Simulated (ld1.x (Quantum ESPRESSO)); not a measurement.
PBE TM dataset for W, scalar-relativistic all-electron reference.

* Element: W
* Generator: ld1.x (Quantum ESPRESSO) 7.5
* Type: norm-conserving Troullier–Martins (Kleinman–Bylander form)
* Functional: PBE
* Relativity: scalar-relativistic
* Frozen core: [Kr] 4d10
* Valence charge: 28
* Reference configuration: 4f14 5s2 5p6 5d4 6s1.5 6p0.5
* Partial waves: 5s (bound): rc 1.85 bohr; 5p (bound): rc 1.95 bohr; 5d (bound): rc 1.60 bohr; 4f (bound): rc 1.05 bohr
* Local potential: all-electron potential smoothed inside 1.45 bohr (lloc = -1)
* Core correction: a·sin(br)/r model core, default radius (core density twice the valence density)

Occupied shells without a wave of their own: 6p, 6s. They enter only through the test configuration that unscreens the potential, and ld1.x also counts them in the model core charge.

Poles of the logarithmic derivatives, all-electron (AE) and pseudo (PS). s: poles at -5.7 (AE) and -5.7, 1.1 (PS) Ry. p: poles at -2.8 (AE) and -2.8 (PS) Ry. d: poles at 1.1 (AE) and 1.1 (PS) Ry. f: poles at -2.5 (AE) and -2.5 (PS) Ry. Test radius 2.15 bohr.

- Ghost test: no extra level below or beside the all-electron valence levels (s, p, d, f tested) (spherical-Bessel basis up to 400 Ry, 20 bohr box)
- Configuration tests: no test is counted, since the test run did not reproduce the reference configuration

The potential misses its own reference levels by up to 2.3 eV, so it is not fit for use. ld1.x takes every shell without a wave as core, so the model core holds the 6p, 6s electrons as well and exchange and correlation see them twice. This cancels in the reference configuration, but the file is broken for other ones, and its errors say nothing about a proper core correction.
